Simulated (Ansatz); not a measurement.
```xyz
10

C     1.550    0.765   -0.318
N     0.174    0.448   -0.171
Mo   -1.110   -0.693   -0.172
O    -0.424   -2.196   -0.459
O    -1.924   -0.669    1.519
F    -2.299   -0.219   -1.525
H     2.151   -0.136   -0.488
H     1.686    1.449   -1.162
H     1.915    1.269    0.582
H    -1.720   -0.019    2.194
```

Total charge 0; spin multiplicity 1. Mo takes the def2 core potential.

**Question.** List the ωB97M-V/def2-TZVPP orbital energies in eV (the Gaussian-basis code of Ansatz). (An estimate is asked.)

**Answer.** Computed: Occupied: -677.19, -526.84, -526.73, -395.56, -282.84, -76.72, -49.71, -49.46, -49.29, -34.81, -30.71, -28.46, -27.10, -21.01, -17.42, -15.96, -15.81, -15.52, -15.43, -15.11, -14.79, -14.02, -13.42, -13.10, -12.44, -11.94, -10.85, -10.24. Lowest empty: 0.32, 0.56, 0.80, 1.40, 1.62, 1.83, 2.03, 2.10.
